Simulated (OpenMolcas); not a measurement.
Os4+ among 4 point charges of -2.5 e arranged as a tetrahedron (Td), 1.91 Å from the ion.

| Item | Value |
| --- | --- |
| Program | OpenMolcas 26.06 |
| Method | CASSCF |
| Basis | ANO-RCC-VTZP [8s7p5d3f2g1h] |
| Scalar Hamiltonian | DKH2, point nucleus |
| Active space | 4 electrons in 5 orbitals (5d) |
| State averaging | 2S+1 = 5 even, 5 roots; 2S+1 = 3 even, 45 roots; 2S+1 = 1 even, 50 roots |
| Spin-orbit coupling | RASSI with atomic mean-field integrals over the reference wave functions |

(1) What is the spin-free ground state (labels of Td)?

(2) Where is the first state of the same spin?

(3) What are the lowest two levels with spin-orbit coupling?

(4) What is χT at 300 K?

(5) Which ligand-field parameters describe the states?

## Answers

(1) 5T2, 3-fold in its orbital part, 100 % from free-ion D terms; it has the highest spin that d4 allows.

(2) 5E at 5010 cm-1 above the ground state.

(3) A 1-fold level A1, then a 3-fold level T1 3506 cm-1 above it. Their leading multiplicities are 5 (71 %) and 5 (87 %).

(4) 0.09 cm3 K/mol.

(5) A least-squares ligand-field fit to the states below 45000 cm-1, each weighted by its degeneracy and with a free common offset, gives 10Dq = -5150 cm-1 (negative for this site), B = 832 cm-1 and C = 3568 cm-1 (C/B = 4.29), with an rms deviation of 174 cm-1. 

Spin-orbit coupling mixes the spin-free states strongly: the lowest level takes only 55 % from its leading state, 5T2. Without dynamic correlation the repulsion within the d shell is too large (B by tens of per cent), so at a given field states of lower spin stand too high. Point charges give a weaker field than real ligands, and real ions of this kind are as a rule low spin; the high spin found here belongs to the model. Point charges carry no covalency, so the field is a model and not that of real ligands. No measured value stands beside these numbers.
